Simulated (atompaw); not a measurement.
# Which change was made? (Se, PAW (atompaw))

| Item | Value |
| --- | --- |
| Element | Se (Z = 34) |
| Generator | atompaw 4.2.0.5 |
| Type | PAW |
| Functional | LDA (PW92) |
| Relativity | scalar-relativistic |
| Frozen core | [Ar] |
| Valence charge | 16 |
| Reference configuration | 3d10 4s2 4p4 |
| Partial waves | 4s (bound): rc 1.85 bohr; 4s channel at 3.9 Ry: rc 1.85 bohr; 4p (bound): rc 1.85 bohr; 4p channel at -0.05 Ry: rc 1.85 bohr; 3d (bound): rc 1.20 bohr; 3d channel at -0.95 Ry: rc 1.20 bohr; 4f channel at -0.05 Ry: rc 1.85 bohr; 4f channel at 2.7 Ry: rc 1.85 bohr |
| Local potential | bessel scheme, radius 1.25 bohr |
| Core correction | smooth core density matched at 1.45 bohr |
| Augmentation charge | sinc compensation charge, radius 1.55 bohr; PAW radius 1.85 bohr; waves and projectors: custom polynom gramschmidtortho |

Cutoffs, loose and tight: the cutoffs (Ry, on a coarse ladder) from which the occupation-weighted sum of valence levels, in a spherical-Bessel basis at the reference potential, stays within 10 and 1 mRy of its value at 400 Ry. They see the waves, projectors and local potential, not the compensation charge or the core.

The base gives: outcome: generated; cutoff, loose: 120 Ry; cutoff, tight: 180 Ry; bound ghosts: none.

Task: After one change the result is: outcome: generated; cutoff, loose: 100 Ry; cutoff, tight: 180 Ry; bound ghosts: none. Which change was it?
A. all radii scaled by about 1.05 (s 1.94, p 1.94, d 1.26, f 1.94 bohr); local potential bessel scheme, radius 1.30 bohr; augmentation sinc compensation charge, radius 1.62 bohr; PAW radius 1.94 bohr; waves and projectors: custom polynom gramschmidtortho; core correction smooth core density matched at 1.52 bohr
B. all radii scaled by about 0.75 (s 1.38, p 1.38, d 0.90, f 1.38 bohr); local potential bessel scheme, radius 0.94 bohr; augmentation sinc compensation charge, radius 1.16 bohr; PAW radius 1.38 bohr; waves and projectors: custom polynom gramschmidtortho; core correction smooth core density matched at 1.08 bohr
C. all radii scaled by about 1.30 (s 2.40, p 2.40, d 1.56, f 2.40 bohr); local potential bessel scheme, radius 1.62 bohr; augmentation sinc compensation charge, radius 2.00 bohr; PAW radius 2.40 bohr; waves and projectors: custom polynom gramschmidtortho; core correction smooth core density matched at 1.88 bohr

Result: A. The others give: all radii scaled by about 1.30 (s 2.40, p 2.40, d 1.56, f 2.40 bohr); local potential bessel scheme, radius 1.62 bohr; augmentation sinc compensation charge, radius 2.00 bohr; PAW radius 2.40 bohr; waves and projectors: custom polynom gramschmidtortho; core correction smooth core density matched at 1.88 bohr → outcome: generated; cutoff, loose: 60 Ry; cutoff, tight: 100 Ry; bound ghosts: none | all radii scaled by about 0.75 (s 1.38, p 1.38, d 0.90, f 1.38 bohr); local potential bessel scheme, radius 0.94 bohr; augmentation sinc compensation charge, radius 1.16 bohr; PAW radius 1.38 bohr; waves and projectors: custom polynom gramschmidtortho; core correction smooth core density matched at 1.08 bohr → outcome: generated; cutoff, loose: 200 Ry; cutoff, tight: over 300 Ry; bound ghosts: s, p.
